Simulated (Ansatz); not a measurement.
`CC(N)S` + `BF` → `CC(N)BF` + H₂S  (formal exchange of groups at a C–S bond)

Calculated with Ansatz (gas phase, PBE0-D4/def2-TZVP geometries, no zero-point term in ΔE). CCSD(T)/CBS is the MP2 limit (def2-TZVPP, def2-QZVPP) plus CCSD(T) − MP2 in def2-TZVPP, frozen cores. This one scheme is used for every species. DFT in def2-TZVPP. One conformer a species, not always the lowest.

```json
{"level": "PBE-D4", "ΔE (kJ/mol)": "-48.1"}
{"level": "r2SCAN", "ΔE (kJ/mol)": "-51.1"}
```

**Question.** What does CCSD(T)/CBS give? (Estimate.)

**Answer.** Computed: -46.1 kJ/mol. The listed levels differ from it by -2.0, -5.0 kJ/mol.

Largest T1 diagnostic among the species: 0.013.

The D4 term adds +3.1 kJ/mol with B3LYP and +1.4 kJ/mol with PBE0; it sums over pairs of atoms, weighted by their polarisabilities, and B3LYP, whose exchange is more repulsive, gets the larger term.

B3LYP here is the variant with VWN-RPA as its local correlation; programs differ in this.
